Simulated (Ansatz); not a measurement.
Frontier orbitals of CH7AlSeSi (`[CH3][AlH][SiH2][SeH]`).

Z-matrix (Å, degrees):
```
C
Al 1 1.951
H 1 1.096 2 109.8
H 1 1.095 2 110.7 3 -117.1
H 1 1.092 2 113.7 3 120.8
Si 2 2.461 1 121.4 3 -114.4
H 2 1.591 1 120.2 3 65.1
Se 6 2.293 2 106.7 1 179.2
H 6 1.493 2 112.5 1 -60.6
H 6 1.493 2 112.5 1 59.0
H 8 1.470 6 95.1 2 -180.0
```

Charge 0, multiplicity 1. Correlated methods include outer-core shells of Se, which these sets cover unevenly. Scalar relativity is left out up to krypton. Geometry: relaxed with PBE0-D4/def2-TZVP. It is one conformer, not always the lowest. Basis def2-TZVPP, the Gaussian-basis code of Ansatz.

Orbital energies of one run (eV). Highest occupied ones, from the top: -5.71, -6.40, -7.07, -7.58, -8.55, -9.43, -9.75, -9.79, -9.90, -12.73, -16.93, -17.36, -53.22, -53.24. Empty: -2.60, -1.23, -0.74, -0.39, 0.48, 0.69.

(1) Which functional gave them?
A. ωB97M-V
B. BHLYP
C. PBE
D. LC-ωPBE

Results:

(1) C. HOMO energies: PBE -5.71, LC-ωPBE -9.49, BHLYP -7.83, ωB97M-V -9.00 eV.

LC-ωPBE has ω = 0.4 bohr⁻¹.
